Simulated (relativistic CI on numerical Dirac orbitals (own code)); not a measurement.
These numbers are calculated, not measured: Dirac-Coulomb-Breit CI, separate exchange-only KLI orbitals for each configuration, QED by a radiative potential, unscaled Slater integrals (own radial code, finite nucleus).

The strongest absorption lines from the ground level of an ion, among the configurations computed and to levels below about 2430 eV (vacuum wavelength in Å, gf): 6.5101 (0.00055), 9.7924 (0.00042), 15.402 (0.98), 16.925 (0.17).

Which ion is it?
A. Hg68+
B. Hg66+
C. Er54+
D. Rn72+

B. Hg66+ has 14 electrons and the ground level 3s²3p² ³P0; the strongest line goes to 3s²3p3d ³D°1. The pattern of lines fixes the number of electrons, and along that sequence the line energies rise steadily with the charge (about as its square where n changes within one kind of shell, about linearly where n is kept but much faster in heavy ions where fine structure, which grows about as Z⁴, sets the gap, and irregularly where shells cross), which fixes Z. Configurations outside the model, such as inner-shell arrays, can give stronger lines. At this charge energies of transitions that change n are usually good to better than 1 %, and those within a shell (Δn = 0) to a few per cent.

LS names give the leading component of a level, which can be under half, so a name can repeat, a term be missing and a line seem to break the LS rules.
